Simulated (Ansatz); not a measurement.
A set of 12 reactions (ligand exchange), with CCSD(T)/CBS values in kJ/mol:

| reaction | ΔE |
| --- | --- |
| `O[SiH](Cl)CF` + `N[SiH](O)O` → `O[SiH](O)N[SiH](O)Cl` + `CF` | -103.5 |
| `[CH3][Al]([SH])[Cl]` + HCl → `[CH3][Al]([Cl])[Cl]` + H₂S | -47.3 |
| `CSB[TeH]` + H₂S → `CSBS` + H₂Te | -9.6 |
| `C[SiH2][NH][GeH3]` + HCl → `Cl[SiH2][NH][GeH3]` + CH₄ | -117.6 |
| `OC([SiH3])(S)S` + `NB(F)F` → `FB(F)N[SiH3]` + `OC(S)S` | -65.5 |
| `N[Si@@H]1C[Si@H]1[SiH3]` + H₂Te → `[SiH3][TeH]` + `N[SiH]1C[SiH2]1` | -45.1 |
| `OB(F)[SiH2][SiH3]` + HBr → `OB(F)Br` + `[SiH3][SiH3]` | -87.2 |
| `O[SiH](O)[SiH](F)F` + `O[SiH2]F` → `O[SiH](O)O[SiH2]F` + `F[SiH2]F` | -167.2 |
| `C=C(F)B[SiH3]` + HCl → `C=C(F)BCl` + SiH₄ | -111.4 |
| `OCO[SiH3]` + `S[CH2][GeH3]` → `[SiH3]S[CH2][GeH3]` + `OCO` | 17.8 |
| `BCB(C)F` + `O[SiH3]` → `CB(F)O[SiH3]` + `BC` | -125.0 |
| `O[Si](O)(O)O` + `CCS` → `CCS[Si](O)(O)O` + H₂O | 51.6 |

Computed with Ansatz on PBE0-D4/def2-TZVP structures; ΔE is electronic, products minus reactants. CBS: MP2 limit from def2 TZ/QZ plus the TZ coupled-cluster correction, frozen cores. This one scheme is used for every species. DFT in def2-TZVPP. B3LYP here is the variant with VWN-RPA as its local correlation; programs differ in this. def2 core potentials past Kr. For Br, Ge, Te outer-core shells are correlated without core-valence functions, which leaves a few kJ/mol of doubt a bond. Scalar relativity is left out up to krypton. Each species was taken in one conformer, which may not be the lowest.

(1) Give the mean, mean absolute and largest difference (level minus CCSD(T)/CBS, kJ/mol) for: PBE-D4, r2SCAN-D4, ωB97X-V, ωB97M-V, B2PLYP, PBE, r2SCAN, B3LYP, MP2/def2-TZVPP, SCS-MP2/def2-TZVPP, SCS-MP2/def2-QZVPP, HF/CBS(def2), MP2/CBS(def2), CCSD/CBS(def2). (Best estimate.)

The largest T1 diagnostic in the set is 0.014, for `OB(F)[SiH2][SiH3]` (customary mark 0.02).

CCSD(T)/CBS is a level of theory with its own doubt, and the functionals carry their triple-zeta basis error, so these figures describe this set and don't rank the functionals.

Results:

(1) The calculation gave: 
| level | mean | mean absolute | largest |
| --- | --- | --- | --- |
| PBE-D4 | 5.1 | 10.1 | 32.8 |
| r2SCAN-D4 | -0.1 | 2.8 | -7.9 |
| ωB97X-V | 0.5 | 3.0 | -9.7 |
| ωB97M-V | -1.0 | 2.4 | -9.5 |
| B2PLYP | -1.1 | 4.3 | 10.7 |
| PBE | 5.5 | 8.8 | 33.1 |
| r2SCAN | 0.0 | 3.4 | -8.2 |
| B3LYP | 0.4 | 6.4 | 15.1 |
| MP2/def2-TZVPP | -2.7 | 3.3 | -10.1 |
| SCS-MP2/def2-TZVPP | -2.5 | 4.7 | -10.0 |
| SCS-MP2/def2-QZVPP | -2.9 | 4.5 | -9.8 |
| HF/CBS(def2) | -7.7 | 16.7 | 33.1 |
| MP2/CBS(def2) | -3.4 | 4.9 | -9.8 |
| CCSD/CBS(def2) | -0.7 | 2.2 | 5.6 |
